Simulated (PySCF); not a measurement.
HfI3, charge +1, multiplicity 1. Atoms are numbered in the order given.

```xyz
4

Hf     0.0000     0.0000     0.6331
I      2.1391     1.2350    -0.2867
I      0.0000    -2.4700    -0.2867
I     -2.1391     1.2350    -0.2867
```
Charge +1, spin multiplicity 1.

Geometry: B3LYP-D3(BJ)/def2-SVP. The spin state was assumed, not searched. The isomer is the one that the SMILES or the coordinates give; other isomers of the formula were not compared. The def2 effective core potentials stand for the cores of Hf, I; spin–orbit coupling is left out.

These are TDDFT-LC-ωPBE/def2-SVPD (PySCF) values and carry that method's errors.

Vertical excitations; the highest root listed may be one member of a degenerate set. Isolated molecule, no solvent. State labels are in the subgroup Cs.

```json
[
 {"state": "S1", "symmetry": "A\"", "energy (eV)": "3.54", "λ (nm)": "350", "f": "0.000", "main pairs": "HOMO→LUMO 94 %"},
 {"state": "S2", "symmetry": "A'", "energy (eV)": "3.83", "λ (nm)": "324", "f": "0.004", "main pairs": "HOMO→LUMO+2 (degenerate set)"},
 {"state": "S3", "symmetry": "A\"", "energy (eV)": "3.83", "λ (nm)": "324", "f": "0.004", "main pairs": "HOMO→LUMO+1 (degenerate set)"},
 {"state": "S4", "symmetry": "A'", "energy (eV)": "3.93", "λ (nm)": "316", "f": "0.015", "main pairs": "HOMO−2→LUMO (degenerate set)"},
 {"state": "S5", "symmetry": "A\"", "energy (eV)": "3.93", "λ (nm)": "316", "f": "0.015", "main pairs": "HOMO−1→LUMO (degenerate set)"},
 {"state": "S6", "symmetry": "A\"", "energy (eV)": "4.35", "λ (nm)": "285", "f": "0.000", "main pairs": "HOMO−2→LUMO+2 40 %, HOMO−1→LUMO+1 40 %"},
 {"state": "S7", "symmetry": "A'", "energy (eV)": "4.38", "λ (nm)": "283", "f": "0.027", "main pairs": "HOMO−2→LUMO+1 43 %, HOMO−1→LUMO+2 43 %"},
 {"state": "S8", "symmetry": "A'", "energy (eV)": "4.49", "λ (nm)": "276", "f": "0.012", "main pairs": "HOMO→LUMO+3, HOMO−2→LUMO+1, HOMO−1→LUMO+2, HOMO−5→LUMO+2 (degenerate set)"},
 {"state": "S9", "symmetry": "A\"", "energy (eV)": "4.49", "λ (nm)": "276", "f": "0.012", "main pairs": "HOMO→LUMO+4, HOMO−1→LUMO+1, HOMO−2→LUMO+2, HOMO−4→LUMO+2 (degenerate set)"},
 {"state": "S10", "symmetry": "A'", "energy (eV)": "4.50", "λ (nm)": "275", "f": "0.006", "main pairs": "HOMO−3→LUMO 84 %"},
 {"state": "T1", "symmetry": "A\"", "energy (eV)": "3.48", "λ (nm)": "356", "f": "0", "main pairs": "HOMO→LUMO 88 %"},
 {"state": "T2", "symmetry": "A'", "energy (eV)": "3.57", "λ (nm)": "348", "f": "0", "main pairs": "HOMO−2→LUMO+1 31 %, HOMO−1→LUMO+2 31 %, HOMO−3→LUMO 12 %, HOMO−4→LUMO+1 8 %"},
 {"state": "T3", "symmetry": "A\"", "energy (eV)": "3.57", "λ (nm)": "347", "f": "0", "main pairs": "HOMO−1→LUMO, HOMO→LUMO+1, HOMO−3→LUMO+2 (degenerate set)"},
 {"state": "T4", "symmetry": "A'", "energy (eV)": "3.57", "λ (nm)": "347", "f": "0", "main pairs": "HOMO−2→LUMO, HOMO→LUMO+2, HOMO−3→LUMO+1 (degenerate set)"}
]
```
Triplets are in the Tamm–Dancoff approximation, which puts them higher than full response would, so one can lie above its singlet here.
